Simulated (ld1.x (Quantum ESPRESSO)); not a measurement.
Configuration tests for B (Z = 5) (TM)

- Element: B (Z = 5)
- Generator: ld1.x (Quantum ESPRESSO) 7.5
- Type: norm-conserving Troullier–Martins (Kleinman–Bylander form)
- Functional: PBEsol
- Relativity: scalar-relativistic
- Frozen core: [He]
- Valence charge: 3
- Reference configuration: 2s1.5 2p1.5
- Partial waves: 2s (bound): rc 1.70 bohr; 2p (bound): rc 2.05 bohr; 3d channel at 0.45 Ry: rc 2.10 bohr
- Local potential: the d channel
- Core correction: a·sin(br)/r model core inside 0.95 bohr

Energies are relative to the spin-unpolarised reference configuration 2s1.5 2p1.5; without spin polarisation the order of configurations can differ from experiment. The frozen-core shift is the all-electron ΔE with the core orbitals held at their reference shape minus the fully relaxed ΔE.

**Question.** Give the all-electron excitation energy and the error of the potential for: 2s2 2p1; 2s2 2p0; 2s1 2p0; 2s2 2p0.5; 2s1 2p1; 2s1 2p2; 2s0 2p3.

**Answer.**

```json
{"valence configuration": "2s2 2p1", "charge": "0", "ΔE all-electron (eV)": "-2.907", "error AE − PS (meV)": "-0.2", "frozen-core shift (meV)": "+0.1"}
{"valence configuration": "2s2 2p0", "charge": "+1", "ΔE all-electron (eV)": "5.233", "error AE − PS (meV)": "+31", "frozen-core shift (meV)": "+0.4"}
{"valence configuration": "2s1 2p0", "charge": "+2", "ΔE all-electron (eV)": "30.495", "error AE − PS (meV)": "+96", "frozen-core shift (meV)": "+6.1"}
{"valence configuration": "2s2 2p0.5", "charge": "+0.5", "ΔE all-electron (eV)": "-0.051", "error AE − PS (meV)": "+5.9", "frozen-core shift (meV)": "+0.1"}
{"valence configuration": "2s1 2p1", "charge": "+1", "ΔE all-electron (eV)": "11.358", "error AE − PS (meV)": "-0.4", "frozen-core shift (meV)": "+0.6"}
{"valence configuration": "2s1 2p2", "charge": "0", "ΔE all-electron (eV)": "2.913", "error AE − PS (meV)": "-0.2", "frozen-core shift (meV)": "+0.1"}
{"valence configuration": "2s0 2p3", "charge": "0", "ΔE all-electron (eV)": "8.750", "error AE − PS (meV)": "-1.1", "frozen-core shift (meV)": "+0.9"}
```

Levels in the configuration 2s1 2p1:

```csv
level,all-electron (eV),pseudo (eV)
2s,-19.482,-19.494
2p,-13.364,-13.348
```
